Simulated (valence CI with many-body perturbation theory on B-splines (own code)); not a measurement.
# Level structure of Tc XXXVII

Method: valence CI with perturbative core correlation (CI+MBPT): five valence electrons over a frozen Dirac-Fock core [He], a basis of 11 s, 11 p, 10 d, 8 f, 5 g, 2 h functions for each j, with the one-electron correlation potential Σ1, the two-electron term Σ2, the three-electron term Σ3, Breit, model QED; selected CI, second order for the rest, scaled by the run's own slope (own B-spline code, finite nucleus).

The last digits are not significant, and no measured levels were compared; by estimate large intervals hold to a few tenths of a per cent, small ones and those within an open d or f shell to about a per cent. Among the levels kept, up to 11000 cm⁻¹ of a level comes from second order outside the variational space, and about a tenth of that is noise between levels of different J, which matters for small intervals.

Levels 136 to 180 of 203, with energies above the lowest level, (2s^2 2p1/2^2 2p3/2) J=3/2. "Leading %" is the weight of the configuration and term that name the level; weights of strongly mixed levels are sums over their largest components and can fall short. In the jj column 3d3/2^4 stands for four electrons in 3d with j = 3/2. Lifetimes count E1, E2, E3, M1 and M2 decay at the calculated energies, and are blank where another channel may lead or the interval is too uncertain; long ones can be off by a factor of two.

```tsv
No.	Configuration	Term	J	E (eV)	Leading %	Second component	Lifetime	Leading jj
136	2s2p³3p	⁴P	3/2	3298.0	29	17 % 2s2p³3p ⁴D	52.8 fs	2s 2p1/2 2p3/2^2 3p3/2 (58 %)
137	2s2p³3d	⁴F°	7/2	3298.8	34	32 % 2s2p³3d ⁶D°	22.1 fs	2s 2p1/2 2p3/2^2 3d5/2 (54 %)
138	2s2p³3d	⁴G°	9/2	3301.7	42	34 % 2s2p³3d ⁶D°	20.3 ps	2s 2p1/2 2p3/2^2 3d5/2 (89 %)
139	2s2p³3p	⁴P	5/2	3302.6	43	16 % 2s2p³3p ⁴F	41.3 fs	2s 2p1/2 2p3/2^2 3p3/2 (92 %)
140	2s2p³3p	²P	1/2	3305.9	60	17 % 2s2p³3p ⁴D	55.0 fs	2s 2p1/2 2p3/2^2 3p3/2 (83 %)
141	2s2p³3d	⁴D°	7/2	3307.0	47	26 % 2s2p³3d ²G°	63.7 fs	2s 2p1/2 2p3/2^2 3d3/2 (56 %)
142	2s2p³3p	²D	3/2	3308.0	28	15 % 2s2p³3p ²P	43.3 fs	2s 2p1/2 2p3/2^2 3p3/2 (92 %)
143	2s2p³3p	²F	7/2	3312.3	69	15 % 2s2p³3p ⁴F	34.9 fs	2s 2p1/2 2p3/2^2 3p3/2 (91 %)
144	2s2p³3p	²D	5/2	3318.3	38	27 % 2s2p³3p ⁴P	137 fs	2s 2p1/2 2p3/2^2 3p3/2 (91 %)
145	2s2p³3p	²P	1/2	3318.5	45	21 % 2s2p³3p ²S	25.3 fs	2s 2p1/2 2p3/2^2 3p3/2 (92 %)
146	2s2p³3d	⁴D°	1/2	3318.7	41	22 % 2s2p³3d ²P°	14.3 fs	2s 2p1/2 2p3/2^2 3d5/2 (86 %)
147	2s2p³3d	⁴P°	5/2	3320.0	29	22 % 2s2p³3d ⁴D°	7.63 fs	2s 2p1/2 2p3/2^2 3d5/2 (61 %)
148	2s2p³3d	⁴F°	9/2	3320.6	59	26 % 2s2p³3d ⁴G°	11.0 ps	2s 2p1/2 2p3/2^2 3d3/2 (69 %)
149	2s2p³3p	²D	5/2	3321.2	40	29 % 2s2p³3p ⁴D	163 fs	2s 2p1/2 2p3/2^2 3p3/2 (90 %)
150	2s2p³3p	²P	3/2	3322.4	38	26 % 2s2p³3p ²D	69.0 fs	2s 2p1/2 2p3/2^2 3p3/2 (91 %)
151	2s2p³3d	⁴D°	3/2	3324.2	28	21 % 2s2p³3d ²D°	7.19 fs	2s 2p1/2 2p3/2^2 3d5/2 (84 %)
152	2s2p³3d	⁴D°	7/2	3325.3	55	36 % 2s2p³3d ⁴F°	7.66 fs	2s 2p1/2 2p3/2^2 3d3/2 (76 %)
153	2s2p³3d	⁴G°	11/2	3326.6	100		27.7 ps	2s 2p1/2 2p3/2^2 3d5/2 (100 %)
154	2s2p³3s	⁴P°	5/2	3327.6	38	24 % 2s2p³3s ²D°	35.9 fs	2s 2p3/2^3 3s (71 %)
155	2s2p³3d	⁴D°	5/2	3329.4	58	20 % 2s2p³3d ⁴P°	5.61 fs	2s 2p1/2 2p3/2^2 3d3/2 (84 %)
156	2s2p³3d	²G°	9/2	3330.1	63	31 % 2s2p³3d ⁴F°	4.41 ps	2s 2p1/2 2p3/2^2 3d5/2 (71 %)
157	2s2p³3d	⁴P°	3/2	3331.9	46	19 % 2s2p³3d ⁴D°	5.24 fs	2s 2p1/2 2p3/2^2 3d3/2 (91 %)
158	2s2p³3p	²P	1/2	3332.4	62	20 % 2s2p³3p ⁴P	70.7 fs	2s 2p1/2 2p3/2^2 3p3/2 (89 %)
159	2s2p³3p	²D	3/2	3333.7	39	12 % 2s2p³3p ²P	46.2 fs	2s 2p1/2 2p3/2^2 3p3/2 (88 %)
160	2s2p³3s	²P°	3/2	3336.7	34	23 % 2s2p³3s ²D°	21.5 fs	2s 2p3/2^3 3s (80 %)
161	2s2p³3d	²S°	1/2	3338.7	45	24 % 2s2p³3d ⁴P°	11.8 fs	2s 2p1/2 2p3/2^2 3d5/2 (93 %)
162	2s2p³3d	²P°	3/2	3346.9	41	19 % 2s2p³3d ⁴S°	8.17 fs	2s 2p1/2 2p3/2^2 3d5/2 (83 %)
163	2s2p³3d	²F°	7/2	3347.1	61	15 % 2s2p³3d ²G°	10.6 fs	2s 2p1/2 2p3/2^2 3d5/2 (73 %)
164	2s2p³3d	²D°	5/2	3349.4	48	19 % 2s2p³3d ²F°	9.44 fs	2s 2p1/2 2p3/2^2 3d5/2 (77 %)
165	2s2p³3d	⁴F°	3/2	3350.5	61	16 % 2s2p³3d ²D°	26.0 fs	2s 2p1/2 2p3/2^2 3d3/2 (91 %)
166	2s2p³3d	⁴F°	5/2	3358.5	36	16 % 2s2p³3d ⁴D°	16.4 fs	2s 2p1/2 2p3/2^2 3d5/2 (53 %)
167	2s2p³3d	⁴D°	1/2	3359.2	53	22 % 2s2p³3d ²P°	12.3 fs	2s 2p1/2 2p3/2^2 3d3/2 (88 %)
168	2s2p³3d	⁴D°	3/2	3362.5	38	23 % 2s2p³3d ²D°	63.7 fs	2s 2p1/2 2p3/2^2 3d3/2 (89 %)
169	2s2p³3d	²F°	5/2	3363.5	32	18 % 2s2p³3d ⁴D°	22.1 fs	2s 2p1/2 2p3/2^2 3d5/2 (52 %)
170	2s2p³3d	²G°	7/2	3365.4	30	22 % 2s2p³3d ⁴G°	515 fs	2s 2p1/2 2p3/2^2 3d5/2 (52 %)
171	2s2p³3d	²F°	7/2	3369.1	37	21 % 2s2p³3d ⁴D°	31.5 fs	2s 2p1/2 2p3/2^2 3d5/2 (53 %)
172	2s2p³3s	²P°	3/2	3369.7	13	11 % 2s2p³3d ⁴P°	8.44 fs	2s 2p1/2 2p3/2^2 3d5/2 (42 %)
173	2s2p³3d	²D°	5/2	3370.6	41	14 % 2s2p³3d ⁴P°	53.2 fs	2s 2p1/2 2p3/2^2 3d5/2 (67 %)
174	2s2p³3s	²P°	1/2	3372.9	50	27 % 2s2p³3s ²S°	22.8 fs	2s 2p3/2^3 3s (88 %)
175	2s2p³3s	²P°	3/2	3373.4	30	17 % 2s2p³3s ⁴S°	19.3 fs	2s 2p3/2^3 3s (63 %)
176	2s2p³3d	²F°	5/2	3375.9	36	26 % 2s2p³3d ⁴D°	26.2 fs	2s 2p1/2 2p3/2^2 3d3/2 (48 %)
177	2s2p³3d	²G°	9/2	3377.0	72	13 % 2s2p³3d ⁴G°	2.06 ps	2s 2p1/2 2p3/2^2 3d5/2 (90 %)
178	2s2p³3d	²D°	5/2	3379.2	34	19 % 2s2p³3d ²F°	5.30 fs	2s 2p1/2 2p3/2^2 3d3/2 (82 %)
179	2s2p³3d	²P°	1/2	3381.0	58	11 % 2s2p³3d ⁴D°	5.86 fs	2s 2p1/2 2p3/2^2 3d3/2 (81 %)
180	2s2p³3d	²F°	7/2	3381.1	49	20 % 2s2p³3d ²G°	18.4 fs	2s 2p1/2 2p3/2^2 3d5/2 (90 %)
```
